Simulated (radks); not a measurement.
Spherical quantum dot in the effective-mass picture: electrons in a well V = -V0 / (1 + exp((r - R)/a)) with V0 = 16.1, R = 2.22, a = 0.21, with a point charge +1 (a donor) at the centre, all in effective atomic units (hartree* = m*/eps^2 hartree, bohr* = eps/m* bohr), one dielectric constant everywhere. Method: non-relativistic Kohn-Sham, LDA (Slater exchange, Perdew-Wang correlation), spin-polarised, spherical densities; computed with a radial shooting solver with Libxc functionals. Levels are named by radial order and angular momentum (1s, 1p, 1d, 2s, ...), and open shells are averaged over m. Results are scaled to m* = 0.101 and eps = 11.9, for which hartree* = 19.41 meV and bohr* = 6.235 nm.

N = 7, configuration 1s2 1p(up 3, down 2). This is the lowest configuration that the search found. Occupied and some empty levels:

level,occupation,eigenvalue (meV),<r> (nm)
1s up,1,-222.28,6.590
1s down,1,-221.40,6.578
1p up,3,-200.07,8.262
1p down,2,-199.13,8.268
1d up,0,-174.81,9.151
1d down,0,-173.90,9.160
2s up,0,-169.75,7.101
2s down,0,-169.11,7.109
1f up,0,-145.21,9.818
1f down,0,-144.37,9.828

Energy (meV): total -1760.06, kinetic 205.26, external -2232.7, Hartree 340.67, exchange-correlation -73.298.
